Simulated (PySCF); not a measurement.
F₃Y, SMILES [F][Y]([F])[F] (connectivity only; charge and spin as stated), charge +1, multiplicity 2. Atoms are numbered in the order given.

```xyz
4

Y      0.0000     0.0000     0.3360
F      1.6133     0.9314    -0.4853
F      0.0000    -1.8628    -0.4853
F     -1.6133     0.9314    -0.4853
```
Charge +1, spin multiplicity 2.

Geometry: PBE-D3(BJ)/def2-TZVP. The multiplicity is an assumed one; other spin states were not compared. The isomer is the one that the SMILES or the coordinates give; other isomers of the formula were not compared. The def2 effective core potentials stand for the cores of Y; spin–orbit coupling is left out.

Method: CAM-B3LYP/def2-TZVPD in PySCF.

Computed frontier levels, dipole moment and polarisability:
```json
{
 "α spin, highest occupied and lowest empty level": "-19.70 and -7.16 eV",
 "β spin, highest occupied and lowest empty level": "-17.75 and -14.34 eV",
 "dipole_moment_about_the_centre_of_nuclear_charge": "5.62 D",
 "mean_static_polarisability": "130.0 bohr³ (19.27 Å³)",
 "polarisability_principal_values": "20.8, 184.6, 184.6 bohr³",
 "⟨S²⟩": "0.769 (pure state 0.75)"
}
```
